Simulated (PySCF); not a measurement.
Computed IR spectrum (relative IR intensity) of a molecule C₅H₁₀. Geometry optimised at PBE-D3(BJ)/def2-SVP. Other conformers were not sampled. Calculation: PBE-D3(BJ)/def2-SVP (PySCF 2.14.0). Frequencies are harmonic and unscaled.

```csv
ν (cm⁻¹),relative intensity
181,2.8
442,4.3
515,3.4
768,3.0
793,14
936,5.8
965,3.1
1030,15
1104,15
1204,7.4
1298,2.4
1341,5.1
1357,10
1397,2.6
1401,5.3
1410,25
1413,9.9
1417,6.8
2945,40
2953,100
3009,27
3014,43
3054,6.7
3065,15
3073,47
3080,29
```

Q: Which molecule gave these data?
A) CC=C(C)C
B) C=CCCC
C) C1CCCC1
D) C/C=C/CC

A: A, CC=C(C)C
